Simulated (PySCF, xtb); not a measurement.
sulfur trioxide (O3S), SMILES O=S(=O)=O.

Harmonic wavenumbers (cm⁻¹) from GFN2-xTB run with xtb at its own minimum, in rising order: 389, 479, 479, 1033, 1310, 1311.

### Question
What does PBE-D3(BJ)/def2-TZVP (PySCF) give at its own minimum? (An estimate is asked for; the answer gives what the named calculation found.)

### Answer
468, 497, 497, 1021, 1345, 1345. Paired by order, the mean absolute difference is 33 cm⁻¹ and the zero-point energies are 7.1 and 7.4 kcal/mol.
